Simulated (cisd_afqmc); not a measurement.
Input (AFQMC/CISD/cc-pVDZ; cisd_afqmc is a phaseless AFQMC code with CISD trial states that reads the integrals written by Ansatz):

Ansatz 0.2 input:
```python
import cisd_afqmc

open("ham.yaml", "w").write("""\
crystal:
  periodic: [false, false, false]
  atoms:
    - {symbol: B, position_ang: [-0.25029573, -0.37367256, 0.09144184]}
    - {symbol: H, position_ang: [-0.89753870, -1.33995727, 0.32790247]}
    - {symbol: F, position_ang: [0.90219504, -0.16527838, 0.69531580]}
    - {symbol: F, position_ang: [-0.66341533, 0.52175839, -0.78255042]}
basis:
  gaussian:
    orbitals: cc-pVDZ
magnetization: {spin_polarized: false}
correlation: {method: ccsd, electrons: outside_noble_gas, hamiltonian_folder: ham}
""")
rep = cisd_afqmc.ansatz("ham.yaml")
e_ccsd = rep["correlation"]["coupled_cluster"]["energy"]["hartree"]
out = cisd_afqmc.run("ham", e_ccsd, trial="CISD", walkers=200, populations=8, threads=8, dt=0.005, steps=40, early=24, settle=10, least=32,
    cut=5e-5, rank_cut=2e-4, target=0.0004, seconds=1500, seed=1, memory=17280, gpu=False)
```

Output:

```
orbitals 44, occupied [9], factors 250 of 429, rank of the doubles 152 of 315
E(HF) = -224.266594
E(CCSD) on the cut factors = -224.735594, shift to the whole factors -0.000004
Energy of the trial state on the determinant = -224.735620
  tau behind 7.2 of longer steps, mean of the populations' last blocks
   2.0  -224.74510
   4.0  -224.74550
   6.0  -224.74451
   8.0  -224.74424
  10.0  -224.74588
blocks 397 (0 outliers left out), error by blocks joined: 1: 0.00019, 2: 0.00022, 4: 0.00026, 8: 0.00031, 16: 0.00040
E(AFQMC/CISD) = -224.74474 +/- 0.00040
```

The error still grows at the longest joins of blocks, or few joins were possible, so the printed bar may be too narrow.
